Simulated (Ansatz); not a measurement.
C2H3NO, SMILES `N=C=CO` (charge 0, multiplicity 1).

The numbers are results of B3LYP/cc-pVTZ // B3LYP-D3(BJ)/def2-TZVP (Ansatz, a first-principles code), not measurements.

Ansatz 0.2 input:
```yaml
crystal:
  periodic: [false, false, false]
  atoms:
    - { symbol: N, position_ang: [1.508291, 0.80613, 0.600934] }
    - { symbol: C, position_ang: [0.540624, 0.103887, 0.313878] }
    - { symbol: C, position_ang: [-0.586861, -0.542193, 0.145121] }
    - { symbol: O, position_ang: [-1.581325, -0.209418, -0.755804] }
    - { symbol: H, position_ang: [2.357482, 0.597706, 0.068894] }
    - { symbol: H, position_ang: [-0.789591, -1.449674, 0.693504] }
    - { symbol: H, position_ang: [-1.448622, 0.693564, -1.066532] }
basis:
  gaussian: { orbitals: cc-pVTZ }
hamiltonian:
  xc: b3lyp
```

Output:

```
Functional definition: B3LYP
850 factors; their error is unknown
mean field evaluation 1: about -5653.6883 eV, gradient 5.9e1 eV
mean field evaluation 2: about -5649.6244 eV, gradient 7.5e1 eV
mean field evaluation 4: about -5659.9869 eV, gradient 3.4e0 eV
mean field evaluation 8: about -5660.0068 eV, gradient 2.7e-1 eV
mean field -5660.00685287 eV, -208.0014153526 hartree, gradient 5.4e-5 eV, S^2 0.000000; 0 other end points of the search recorded, 0 dependent functions left out
reference -5660.00705130 eV, -208.0014226447 hartree; 15, 15 occupied and 147, 147 virtual orbitals, 850 factors
Total energy: -5660.00705130 eV, -208.0014226447 hartree
```
